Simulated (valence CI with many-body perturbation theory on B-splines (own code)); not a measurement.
Au39+: key properties

Computed by configuration interaction combined with many-body perturbation theory (CI+MBPT): four valence electrons over a frozen Dirac-Fock core [Kr], radial functions for each j: 7 s, 7 p, 8 d, 6 f, 4 g, 1 h, with the one-electron correlation potential Σ1 (screened to all orders), the two-electron term Σ2, the three-electron term Σ3, Breit, model QED; selected single and double excitations, second order for the rest, scaled by the run's own slope (own B-spline code, finite nucleus).

The last digits are not significant, and no measured levels were compared; by estimate large intervals hold to a few tenths of a per cent, small ones and those within an open d or f shell to about a per cent. Only levels of the ground parity were solved; by the run's estimate the other parity begins above the list, which can be wrong where configurations are misplaced.

Levels are named by their leading jj configuration (3d3/2^4 stands for four electrons in 3d with j = 3/2), which in mixed levels can hold well under half, so a name can repeat and another be missing.

Rates and lifetimes use the calculated energies. Strong lines usually hold to 10 to 20 %, long lifetimes can be off by a factor of two.

(1) What is the ground level?

(2) How well does LS coupling describe the low levels?

(3) Name the longest-lived excited levels whose lifetime is computed, and their main decay.

(4) What is the ionisation energy?

Results:

(1) (4d3/2^4) J=0, composition 59 % 4d⁴ ³P + 27 % 4d⁴ ⁵D + 13 % 4d⁴ ¹S.

(2) Among the lowest 20 levels the leading LS term, summed over configurations, holds 48 % on average. For single configurations the figures are 48 % in LS and 96 % in jj coupling. Terms mix most in the J = 4 level at 27.335 eV, where the leading one holds 28 %.

(3) (4d3/2^2 4d5/2^2) J=6 at 53.188 eV lives 32.4 ms, mostly by E2 to (4d3/2^3 4d5/2) J=4. The lifetime of (4d3/2^3 4d5/2) J=4 is too uncertain to give, and may be longer.

(4) 1846.5 eV; NIST lists 1845 ± 4 eV (theoretical).
